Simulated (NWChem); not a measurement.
Molecule: C2H6O2Si; SMILES COC(=O)[SiH3]

```xyz
11

C     -0.3691    -2.3022     0.0097
O     -0.7328    -0.9068    -0.0126
C      0.3017    -0.0334    -0.0132
O      1.4663    -0.3758    -0.0009
Si    -0.2508     1.8125     0.0023
H     -1.3118    -2.8493     0.0130
H      0.2140    -2.5307     0.9057
H      0.2223    -2.5566    -0.8738
H      0.5615     2.5234    -1.0137
H      0.0583     2.3458     1.3525
H     -1.6976     1.9674    -0.2869
```
Atoms are numbered in this order, from 1.

Results from NWChem. Geometry: optimised at B3LYP/6-31G* (spherical d).

For level PBE/def2-SVP:

highest occupied level (eV): -6.09
orbital gap (eV): 4.57

Problem. How do the values read with level CAM-B3LYP/def2-SVP instead?

Solution. The highest occupied level (eV) comes out as -9.06 and the orbital gap (eV) is 9.79.
